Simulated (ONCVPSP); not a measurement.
What the settings do to the ONCV potential of Cl

Base potential:

- Element: Cl
- Generator: ONCVPSP 4.0.1
- Type: optimised norm-conserving Vanderbilt (ONCV)
- Functional: BLYP
- Relativity: scalar-relativistic
- Frozen core: [Ne]
- Valence charge: 7
- Reference configuration: 3s2 3p4.75 (charge +0.25)
- Partial waves: 3s: rc 1.20 bohr, ncon 4, nbas 8, qcut 4.3 1/bohr, 3 projectors, debl 1 Ha; 3p: rc 1.05 bohr, ncon 4, nbas 7, qcut 6.7 1/bohr, 2 projectors, debl 3.6 Ha
- Local potential: polynomial inside 1.05 bohr (lpopt 5, dvloc0 6 Ha)
- Core correction: none

Cutoffs, loose and tight: the cutoffs (Ha) at which the residual kinetic energy of the hardest occupied pseudo-wave falls to 1 and 0.1 mHa per electron. They do not see the model core or the augmentation charge, which bear on the density cutoff. Test errors are all-electron minus pseudo excitation energies from the reference, over the configurations 3s2 3p5; 3s2 3p4; 3s2 3p3; 3s2 3p2. A dash means not determined; rows that change the core or the reference have their own tests.

A true bound ghost makes a file unfit for plane-wave use even where its test errors are small: the radial tests pick states by their node count and pass the ghost by.

```
     change    outcome  cutoff, loose  cutoff, tight  bound ghosts  GHOST(+) flags above zero  largest test error (meV)
       base  generated         105 Ha         134 Ha          s, p                          s                       +57
s: qcut 2.7  generated         105 Ha         134 Ha          s, p                          s                       +63
s: qcut 2.9  generated         105 Ha         134 Ha          s, p                          s                       +63
s: qcut 3.5  generated         105 Ha         134 Ha          s, p                          s                       +61
s: qcut 3.9  generated         105 Ha         134 Ha          s, p                          s                       +59
s: qcut 4.7  generated         105 Ha         134 Ha          s, p                          s                       +56
s: qcut 5.1  generated         105 Ha         134 Ha          s, p                          s                       +56
s: qcut 5.5  generated         105 Ha         134 Ha          s, p                          s                       +56
  s: qcut 6  generated         105 Ha         134 Ha          s, p                          s                       +56
s: qcut 6.4  generated         105 Ha         134 Ha          s, p                          s                       +56
```

Reading the sweep of the qcut of the s channel (base included, trends over the rows without a ghost): Bound ghosts are found at 2.7, 2.9, 3.5, 3.9, 4.3, 4.7, 5.1, 5.5, 6, 6.4 1/bohr. Every judged row has one, so this setting neither creates nor removes them.
